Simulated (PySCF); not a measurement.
Si(H)(I)2(OH) (H2I2OSi), SMILES [SiH](O)(I)I. Coordinates come from a PBE0-D3(BJ)/def2-SVP optimisation. The structure was generated by enumeration, and PubChem lists no compound with its InChIKey, so it may never have been made. The def2 effective core potentials stand for the cores of I; spin–orbit coupling is left out. Other conformers were not sampled.

Method: PBE0-D3(BJ)/def2-SVP (PySCF).

Harmonic wavenumbers (cm⁻¹): 86, 159, 215, 286, 334, 418, 747, 761, 850, 935, 2312, 3914. Rotational constants (GHz): 2.983, 0.4952, 0.4351; symmetry number 1.

Task: Work out the zero-point energy and the ideal-gas rigid-rotor harmonic-oscillator thermochemistry at 298.15 K and 1 atm.

Result: ZPE = ½ Σ hcν = ½ × 11018 cm⁻¹ = 65.90 kJ/mol. H − E(el) = 84.57 kJ/mol. Entropy in J/(mol K): translation 179.88, rotation 128.00, vibration 53.24, total 361.12. G − E(el) = -23.10 kJ/mol. Cp = 87.21 J/(mol K). Modes under 150 cm⁻¹ make the vibrational entropy uncertain.
